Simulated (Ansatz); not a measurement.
Program: Ansatz. Geometries: PBE0-D4/def2-TZVP. ΔE: electronic, gas phase. CCSD(T)/CBS adds triple-zeta CCSD(T) − MP2 to the extrapolated MP2 energy (def2 sets, frozen cores). DFT in def2-TZVPP. B3LYP here is the variant with VWN-RPA as its local correlation; programs differ in this. One conformer a species, not always the lowest.

Consider the isomerisation: `BN[SiH](C)C` → `BN(C)[SiH2]C`.

| level | ΔE (kJ/mol) | difference from CCSD(T)/CBS |
| --- | --- | --- |
| BHLYP-D4 | 80.1 | -0.9 |
| CAM-B3LYP-D4 | 79.0 | -2.0 |
| PBE | 79.5 | -1.5 |
| BLYP | 77.9 | -3.1 |
| r2SCAN | 85.0 | 4.0 |
| B3LYP | 79.6 | -1.4 |
| RPA@PBE/def2-TZVPP | 71.7 | -9.3 |
| MP2/def2-TZVPP | 81.2 | 0.2 |
| HF/def2-QZVPP | 78.7 | -2.3 |
| SCS-MP2/def2-QZVPP | 78.8 | -2.2 |
| CCSD(T)/CBS | 81.0 | 0 |

Largest T1 diagnostic among the species: 0.012.

Leaving LDA and LC-ωPBE aside and taking each functional with its dispersion term where it has one, the values, not all of them listed here, spread over 10.3 kJ/mol, from BLYP-D4 to B97M-V. LDA lies −3.7 kJ/mol from PBE without D4. At CCSD(T), def2-SVP lies −17.4 kJ/mol from the extrapolated value and def2-TZVPP −2.5 kJ/mol.
